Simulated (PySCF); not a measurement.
# Dipole response of In (indium, neutral)

[Kr] 4d10 5s2 5p1, 2P determinant. Calculation: PySCF 2.14, in def2-TZVPPD with the def2 core potential (28 electrons) (7s5p4d2f, 56 functions); scalar relativity through the core potential. Coupled (time-dependent) response in atomic units; α is the mean over directions.

```
method  mean α (bohr³)         α xx, yy, zz  C₆ (like pair)  S(−4)
   UHF           74.10  60.36, 101.6, 60.36           799.0   2897
   PBE           78.30  59.47, 116.0, 59.47           799.0   4325
  PBE0           74.08  57.92, 106.4, 57.92           763.9   3452
revPBE           78.88  60.09, 116.4, 60.09           809.7   4361
  MN15           70.86  56.82, 98.94, 56.82           721.8   3094
```

S(−4) is the Cauchy moment in α(ω) = α(0) + S(−4) ω² + …

Reference α: 65 ± 4 bohr³ (recommended; Schwerdtfeger and Nagle, table of static dipole polarizabilities (2023 update)). Published C₆: 779.0 (Chu and Dalgarno (2004); Tang, Norbeck and Certain (1976)).

Spin-orbit coupling is absent.

α(iu) at MN15:

```csv
u (hartree),α(iu) (bohr³)
0,70.86
0.0500,64.23
0.100,51.84
0.200,32.69
0.300,22.05
0.500,12.22
0.750,7.430
1.00,5.216
1.50,3.155
2.00,2.179
3.00,1.244
5.00,0.5607
```

A single London oscillator, α(iu) = α/(1 + u²/ω²), gives C₆ = (3/4) ω α². Matching the computed C₆ needs ω = 4 × 721.8 / (3 × 70.86²) = 0.192 hartree.

The components differ because the open shell of this determinant is not spherical; for a pure term their mean is the scalar polarisability.

Energies and moments cover only the electrons outside the core potential.
